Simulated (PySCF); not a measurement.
PySCF input file for SnCl3, SMILES [Cl][Sn+]([Cl])[Cl], charge +1, PBE0-D3(BJ)/def2-SVP. Coordinates come from a PBE0-D3(BJ)/def2-SVP optimisation. The multiplicity is an assumed one; other spin states were not compared. The isomer is the one that the SMILES or the coordinates give; other isomers of the formula were not compared. The def2 effective core potentials stand for the cores of Sn; spin–orbit coupling is left out.

```python
import numpy as np
from pyscf import gto, scf, dft, df
from pyscf.hessian import thermo

mol = gto.M(
    atom='''
    Sn    0.00000000    0.00000000    0.00000000
    Cl    2.26095364    0.00000000    0.00000000
    Cl   -1.13047682   -1.95804329    0.00000000
    Cl   -1.13047682    1.95804329    0.00000000
    ''',
    basis='def2-SVP',
    ecp={'Sn': 'def2-svp'},
    charge=1,
    spin=0,
    max_memory=1600,
    verbose=3,
)
mf = dft.RKS(mol, xc='pbe0').density_fit(auxbasis='def2-universal-jkfit')
mf.disp = 'd3bj'
mf.grids.level = 3
mf.conv_tol = 1e-11
mf.max_cycle = 100
mf.kernel()

# [left out here: the lines that compute and print the analytic Hessian (its translational invariance restored by hand, since the grid's response is missing), thermochemistry and intensities]
```

Program output:

```
converged SCF energy = -1593.80995784787

WARN: DFTD3 does not support analytical Hessian, using finite difference


WARN: Mole.unit (angstrom) is changed to Bohr

Mode                                 0                   1                   2
Irrep
Freq [cm^-1]                      100.9060            100.9146            102.4660
Reduced mass [au]                  40.0449             40.0451             53.0234
Force const [Dyne/A]                0.2402              0.2403              0.3280
Char temp [K]                     145.1813            145.1937            147.4257
Normal mode                   x     y     z       x     y     z       x     y     z
       0  Sn                 0.01  0.04  0.00   -0.04  0.01 -0.00   -0.00 -0.00  0.06
       1  Cl                 0.01 -0.12 -0.00   -0.04 -0.02  0.00   -0.00  0.00 -0.07
       2  Cl                 0.05  0.01 -0.00    0.09 -0.07  0.00    0.00 -0.00 -0.07
       3  Cl                -0.08 -0.01 -0.00    0.07  0.07  0.00    0.00  0.00 -0.07
Mode                                 3                   4                   5
Irrep
Freq [cm^-1]                      378.9843            455.9557            455.9575
Reduced mass [au]                  35.4500             45.2563             45.2561
Force const [Dyne/A]                2.9999              5.5434              5.5434
Char temp [K]                     545.2740            656.0188            656.0213
Normal mode                   x     y     z       x     y     z       x     y     z
       0  Sn                -0.00 -0.00  0.00    0.01  0.05 -0.00    0.05 -0.01  0.00
       1  Cl                -0.10  0.00 -0.00   -0.01  0.00  0.00   -0.11 -0.00 -0.00
       2  Cl                 0.05  0.08 -0.00   -0.05 -0.09  0.00   -0.02 -0.04 -0.00
       3  Cl                 0.05 -0.08 -0.00    0.05 -0.08  0.00   -0.03  0.06 -0.00
temperature 298.1500 [K]
pressure 101325.00 [Pa]
Rotational constants [GHz] 1.85920 1.85920 0.92960
Symmetry number 6
Zero-point energy (ZPE) 0.00363 [Eh]   9541.320 [J/mol]
                           tot       elec      trans        rot        vib
Entropy [J/mol/K]       336.596      0.000    176.297    106.412     53.887
Cv [J/mol/K]             67.011      0.000     12.472     12.472     42.068
Cp [J/mol/K]             75.325      0.000     20.786     12.472     42.068
Internal energy [J/mol]                      3718.434   3718.434  17532.335
Internal energy [Eh]   -1593.80045  -1593.80996
Enthalpy [J/mol]                             6197.391   3718.434  17532.335
Enthalpy [Eh]          -1593.79950
Gibbs free energy [J/mol]                  -46365.581 -28008.291   1465.914
Gibbs free energy [Eh] -1593.83773
static polarisability / bohr^3: [[70.983  0.     0.   ]
 [ 0.    70.983 -0.   ]
 [-0.     0.    31.692]]
largest difference of analytic and finite-field dipole derivatives / e: 0.0007137289902474642
mode   freq/cm-1   IR/(km/mol)   Raman/(A^4/amu)   depolarisation
   1      100.91         6.340             4.544            0.750
   2      100.91         6.340             4.544            0.750
   3      102.47         7.097             0.000            0.750
   4      378.98         0.000            34.359            0.099
   5      455.96        40.716             7.797            0.750
   6      455.96        40.716             7.798            0.750
max |gradient| / (hartree/bohr): 8.487013971118342e-05
APT charges: [ 1.8025 -0.2674 -0.2675 -0.2675]
```

The calculation finished and met its thresholds.

Cost: very roughly 70 core-seconds.
